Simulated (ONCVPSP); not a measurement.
Which change was made? (I, ONCV)

- Element: I
- Generator: ONCVPSP 4.0.1
- Type: optimised norm-conserving Vanderbilt (ONCV)
- Functional: PBE
- Relativity: scalar-relativistic
- Frozen core: [Ar] 3d10
- Valence charge: 25
- Reference configuration: 4s2 4p6 4d10 5s2 5p5
- Partial waves: 4s+5s: rc 1.00 bohr, ncon 4, nbas 9, qcut 11.3 1/bohr, 3 projectors, debl 3.5 Ha; 4p+5p: rc 1.55 bohr, ncon 3, nbas 6, qcut 9.1 1/bohr, 2 projectors; 4d: rc 1.05 bohr, ncon 3, nbas 8, qcut 12 1/bohr, 2 projectors, debl 2.7 Ha
- Local potential: polynomial inside 0.65 bohr (lpopt 5, dvloc0 1 Ha)
- Core correction: polynomial model core, fcfact 0.15

Cutoffs, loose and tight: the cutoffs (Ha) at which the residual kinetic energy of the hardest occupied pseudo-wave falls to 1 and 0.1 mHa per electron. They do not see the model core or the augmentation charge, which bear on the density cutoff. Test errors are all-electron minus pseudo excitation energies from the reference, over the configurations 4s2 4p6 4d10 5s2 5p4; 4s2 4p6 4d10 5s2 5p3; 4s2 4p6 4d10 5s2 5p2; 4s2 4p5 4d10 5s2 5p5; variants that change the core or the reference have their own tests.

The base gives: outcome: generated; cutoff, loose: 55 Ha; cutoff, tight: 63 Ha; bound ghosts: none; GHOST(+) flags above zero: s; largest test error (meV): -148.

Question: After one change the result is: outcome: generated; cutoff, loose: 55 Ha; cutoff, tight: 63 Ha; bound ghosts: none; GHOST(+) flags above zero: s, p; largest test error (meV): -36. Which change was it?
A. p: qcut 7.6
B. p: qcut 5.8
C. p: qcut 8.4
D. p: qcut 13.5

Answer: A. The others give: p: qcut 5.8 → outcome: generated; cutoff, loose: 55 Ha; cutoff, tight: 92 Ha; bound ghosts: none; GHOST(+) flags above zero: s, p; largest test error (meV): +258 | p: qcut 8.4 → outcome: generated; cutoff, loose: 55 Ha; cutoff, tight: 63 Ha; bound ghosts: none; GHOST(+) flags above zero: s; largest test error (meV): -104 | p: qcut 13.5 → outcome: generated; cutoff, loose: 55 Ha; cutoff, tight: 63 Ha; bound ghosts: none; GHOST(+) flags above zero: s; largest test error (meV): -186.
